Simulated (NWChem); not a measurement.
System: CH2ClFO2Si; SMILES O=C[Si@](O)(F)Cl

The following NWChem deck was run.

```
start job
memory heap 200 mb stack 900 mb global 1100 mb
geometry units angstroms noautosym nocenter noautoz
  O      0.620844     2.378581    -0.280719
  C      0.660381     1.451730     0.512130
  Si    -0.364382    -0.103397     0.049758
  O     -1.015007     0.236620    -1.409848
  F     -1.497825    -0.367655     1.151534
  Cl     0.822816    -1.775517    -0.005280
  H      1.271835     1.533473     1.437044
  H     -0.797994     1.147151    -1.681545
end
basis spherical
  O library 6-31g*
  C library 6-31g*
  Si library 6-31g*
  F library 6-31g*
  Cl library 6-31g*
  H library 6-31g*
end
dft
  xc b3lyp
  iterations 150
end
property
  shielding
  efieldgrad
end
task dft property
```

Geometry: optimised at B3LYP/6-31G* (spherical d).

GIAO values for the isolated, static molecule; σ is the absolute isotropic shielding, δ = σ(reference) − σ with the isolated reference molecule computed at the same levels (13C: tetramethylsilane, 19F: trichlorofluoromethane, 1H: tetramethylsilane, 17O: water, 29Si: tetramethylsilane).

Atoms are numbered as in the input.

Q: Predict the main results of this run. (B3LYP/6-31G* (spherical d), GIAO.) Quantities: δ O1 (ppm); δ C2 (ppm); δ Si3 (ppm); δ O4 (ppm); δ F5 (ppm); σ Cl6 (ppm); δ H7 (ppm).

A: 
```
Property     Result
-----------  ------
δ O1 (ppm)    794.1
δ C2 (ppm)    220.4
δ Si3 (ppm)   -41.9
δ O4 (ppm)     35.4
δ F5 (ppm)   -132.6
σ Cl6 (ppm)   915.0
δ H7 (ppm)    11.22
```
